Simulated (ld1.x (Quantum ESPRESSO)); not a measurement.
Which change was made? (Sc, RRKJ)

```
Element                 : scandium
Generator               : ld1.x (Quantum ESPRESSO) 7.5
Type                    : norm-conserving RRKJ (Kleinman–Bylander form)
Functional              : BLYP
Relativity              : scalar-relativistic
Frozen core             : [Ne]
Valence charge          : 11
Reference configuration : 3s2 3p6 3d0 4s0 4p0 (charge +3)
Partial waves           : 3p (bound): rc 1.10 bohr; 3d (bound, empty): rc 2.20 bohr; 3s (bound): rc 0.95 bohr
Local potential         : the s channel
Core correction         : Bessel-smoothed model core inside 0.60 bohr
rho0                    : 0.001
```

Cutoffs, loose and tight: the cutoffs (Ry, on a coarse ladder) from which the occupation-weighted sum of valence levels, in a spherical-Bessel basis at the reference potential, stays within 10 and 1 mRy of its value at 400 Ry. They do not see the model core or the augmentation charge, which bear on the density cutoff. Test errors are all-electron minus pseudo excitation energies from the reference, over the configurations 3s2 3p6 3d1 4s2 4p0; 3s2 3p6 3d1 4s1 4p0; 3s2 3p6 3d1 4s0 4p0; 3s2 3p6 3d0 4s2 4p0; 3s2 3p6 3d0 4s2 4p1; 3s2 3p6 3d1 4s0 4p2; 3s1 3p6 3d1 4s2 4p0; variants that change the core or the reference have their own tests.

The base gives: outcome: generated; cutoff, loose: 120 Ry; cutoff, tight: 200 Ry; bound ghosts: none; largest test error (meV): +245.

(1) After one change the result is: outcome: generated; cutoff, loose: 140 Ry; cutoff, tight: 230 Ry; bound ghosts: none; largest test error (meV): +188. Which change was it?
A. all radii but the core radius scaled by about 0.91 (s 0.86, p 1.00, d 2.00 bohr)
B. all radii but the core radius scaled by about 1.31 (s 1.24, p 1.44, d 2.88 bohr)
C. all radii but the core radius scaled by about 0.76 (s 0.72, p 0.84, d 1.68 bohr)

Answers

(1) A. The others give: all radii but the core radius scaled by about 0.76 (s 0.72, p 0.84, d 1.68 bohr) → outcome: generated; cutoff, loose: 260 Ry; cutoff, tight: over 300 Ry; bound ghosts: none; largest test error (meV): +240 | all radii but the core radius scaled by about 1.31 (s 1.24, p 1.44, d 2.88 bohr) → outcome: generated; cutoff, loose: 90 Ry; cutoff, tight: 140 Ry; bound ghosts: none; largest test error (meV): +814.
